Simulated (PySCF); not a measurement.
Working with the constants of SnB⁻

ROHF-CCSD(T) constants of SnB⁻, ³Π (triplet), unpaired electrons σ ↑, π ↑ (PySCF, scalar-relativistic core potentials, basis sets Sn def2-SVPD with ECP28, B def2-SVPD; masses 119.9022 and 11.0093 u):

```
ωe              : 583.0 cm⁻¹
ωexe            : 4.54 cm⁻¹
Be              : 0.36174 cm⁻¹
αe              : 0.00323 cm⁻¹
D (centrifugal) : 5.57e-07 cm⁻¹
De to Sn⁻ + B   : 2.48 eV
```

Give the vibrational terms G(v) and spacings up to v = 6.

G(v) = ωe(v+½) − ωexe(v+½)².

```csv
v,G(v) (cm⁻¹),G(v) − G(v−1),Bv (cm⁻¹)
0,290,,0.3601
1,864,574,0.3569
2,1429,565,0.3537
3,1985,556,0.3504
4,2532,547,0.3472
5,3069,538,0.3440
6,3598,529,0.3407
```

How well does the Morse estimate ωe²/(4ωexe) reproduce De, and what is D0?

It gives 2.32 eV, 94 % of the computed De. D0 = De − G(0) = 2.48 − 0.04 = 2.44 eV.

Correlated steps freeze 5 core orbitals. Correlated levels converge slowly with the basis: in double zeta they bind strong bonds too weakly, by up to about 1 eV, and carry superposition errors of some tenths. These are scalar-relativistic numbers at best; spin–orbit coupling would shift them, the dissociation energy most. For an ion De counts to the pair picked by the measured ionisation energies or electron affinities, which need not be the lowest pair at this level. The state was picked by a PBE0 search and need not be the measured ground state.
